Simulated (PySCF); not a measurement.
Computed shifts of a molecule C3H9FSi, PBE/pcSseg-1 run with PySCF, GIAO, gas phase, equivalent atoms averaged, in ppm (number of nuclei): ¹³C: 13.9 (1), 9.2 (1), -0.3 (1). ²⁹Si: 32.9 (1). ¹⁹F: -224.1 (1). ¹H: 5.53 (1), 1.25 (1), 1.17 (3), 1.04 (1), 0.57 (3). References: ¹³C against TMS (σ = 182.0 ppm); ²⁹Si against TMS (σ = 335.4 ppm); ¹⁹F against CFCl3 (σ = 133.6 ppm); ¹H against TMS (σ = 31.49 ppm), references at their B3LYP-D3(BJ)/def2-TZVP geometries, non-relativistic. The structure is a stationary point at B3LYP-D3(BJ)/def2-SVP. Other conformers were not sampled.

Question: Pick the molecule that these values belong to.
A. CCC[SiH2]F
B. CC[Si@H](C)F
C. C[C@H](F)C[SiH3]
D. C[Si](C)(C)F

Answer: B, CC[Si@H](C)F
